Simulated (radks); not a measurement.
Values are calculated unless marked as measured or tabulated.
The bromine ion Br2+, [Ar] 3d10 4s2 4p3. Code: a radial shooting solver on a logarithmic mesh with Libxc functionals. Model: non-relativistic Kohn-Sham, exchange-only PBE, spin-polarised, spherical densities, point nucleus. Every spin shell is full or empty, so the densities are truly spherical. Functionals are evaluated on that one density, not self-consistently. Rank these orbital-free kinetic functionals by their error against the exact value of the orbitals, and give that value: Thomas-Fermi, von Weizsacker, TF + vW/9, revAPBEK, Perdew 92, Thakkar, LKT, Ernzerhof.

Answer. Exact: 2570.96 hartree. From best to worst, with 100 (|E| - |E exact|)/|E exact| (equal figures are ties): revAPBEK +0.31, Ernzerhof -0.39, Thakkar -0.49, Perdew 92 -0.73, TF + vW/9 -0.74, Thomas-Fermi -5.95, LKT +22.05, von Weizsacker -53.15.
